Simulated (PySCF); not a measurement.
WO2FCl, SMILES [O]=[W](=[O])([F])[Cl], multiplicity 1. Atoms are numbered in the order given.

```xyz
5

W      0.0283    -0.1983     0.0000
O      0.9374    -0.6674    -1.3622
O      0.9374    -0.6674     1.3622
F     -1.6036    -1.1054     0.0000
Cl    -0.1566     2.0764     0.0000
```
Charge 0, spin multiplicity 1.

Geometry: B3LYP-D3(BJ)/def2-SVP. The multiplicity is an assumed one; no other spin state was optimised. The structure was generated by enumeration; whether it is a known compound was not checked. The def2 effective core potentials stand for the cores of W; spin–orbit coupling is left out.

Calculation: B3LYP-D3(BJ)/def2-SVP run with PySCF.

Frequencies are harmonic and unscaled.

Computed vibrational spectrum:
```tsv
mode	ν (cm⁻¹)	IR (km/mol)	moving atoms (share of kinetic energy)
1	144	3.4	F 54 %, Cl 29 %, W 11 %
2	179	6.3	O 47 %, Cl 23 %, W 17 %, F 13 %
3	240	2.7	O 59 %, F 36 %
4	242	11.4	O 66 %, F 16 %, Cl 10 %, W 9 %
5	353	3.5	O 85 %, Cl 9 %
6	423	51.1	Cl 69 %, W 21 %, O 9 %
7	711	97.0	F 89 %, W 11 %
8	1012	164.9	O 89 %, W 11 %
9	1048	75.0	O 94 %
```
